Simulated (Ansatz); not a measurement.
**Swapping CH3 for Br on Si: the atomisation energy**

On one Si centre that keeps H, n of the CH3 ligands are replaced by Br. The atomisation energy (no zero-point term) y in kJ/mol at CCSD(T)/def2-TZVPP. Shapes, held fixed at every level: PBE0-D4/def2-TZVP. Programs: Ansatz 0.2.0.

| molecule | n | y (kJ/mol) |
| --- | --- | --- |
| SiH(CH3)3 | 0 | 5074 |
| SiH(CH3)2Br | 1 | 3842 |
| SiH(CH3)Br2 | 2 | ? |
| SiHBr3 | 3 | 1327 |

Problem. Fit y = c + s·n to the known rows and predict SiH(CH3)Br2.

Solution. 
1. Means of the 3 rows: n = 1.33333, y = 3414.3.
2. Σ(Δn)² = 4.6667, Σ(Δn·Δy) = -5834.3, so the slope is -5834.3/4.6667 = -1250.2.
3. Intercept: 3414.3 − (-1250.2) × 1.33333 = 5081.2. The largest residual of the fit is 11.
4. SiH(CH3)Br2: 5081.2 + (-1250.2) × 2 = 2581 kJ/mol.

The run gave 2593 kJ/mol, so the prediction is off by -12 kJ/mol, about the scatter of the fit. The steps per swap are -1232, -1249, -1266 kJ/mol. The slope is the difference between a Si–Br and a Si–CH3 bond with the ligands’ own bonds. Other levels give for SiH(CH3)Br2: SPW92/def2-TZVPP 2985; r2SCAN-D4/def2-TZVPP 2675; B3LYP-D4/def2-TZVPP 2637 kJ/mol. Spin-orbit coupling of the free atoms (CH3 0, Br 15 kJ/mol each; the atoms kept shift only the intercept) is left out. Relativity is left out for Br unless named. Correlated rows may include outer-core shells of Br, which these sets cover unevenly.
